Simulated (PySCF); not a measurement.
VOF, SMILES [O]=[V][F] (connectivity only; charge and spin as stated), neutral, multiplicity 3.

Geometry: B3LYP-D3(BJ)/def2-TZVP. The multiplicity is an assumed one; other spin states were not compared.

Two levels are set side by side: PBE/def2-TZVPD (PySCF) and ωB97X/def2-TZVPD (PySCF). Same geometry, gas phase. Differences are taken from unrounded values.

```json
[
 {"quantity": "α-spin orbital gap (eV)", "ωB97X": "8.37", "PBE": "0.46", "PBE minus ωB97X": "-7.90"},
 {"quantity": "β-spin orbital gap (eV)", "ωB97X": "11.07", "PBE": "4.51", "PBE minus ωB97X": "-6.56"},
 {"quantity": "dipole moment (D)", "ωB97X": "3.30", "PBE": "2.95", "PBE minus ωB97X": "-0.35"},
 {"quantity": "mean polarisability (bohr³)", "ωB97X": "30.4", "PBE": "39.7", "PBE minus ωB97X": "9.3"}
]
```

PBE's more diffuse valence density responds more strongly to a field. Differences between two approximate levels are no errors against the true value.

Rough cost on one machine, each run with all the roots and properties that it gave: ωB97X against PBE within a factor of 2.
